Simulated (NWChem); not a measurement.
isocyanic acid (CHNO); SMILES N=C=O

Program: NWChem. Pople sets run with spherical d functions. Coordinates come from a B3LYP/6-31G* (spherical d) optimisation. Level: PBE/6-31G* with COSMO at NWChem's default radii, gas-phase geometry; the question gives the dielectric constant.

Estimate the computed values for dielectric constant 20.7. Quantities: electrostatic solvation energy (kcal/mol); dipole in solution (D).


```yaml
electrostatic solvation energy (kcal/mol): -4.4
dipole in solution (D): 2.58
```
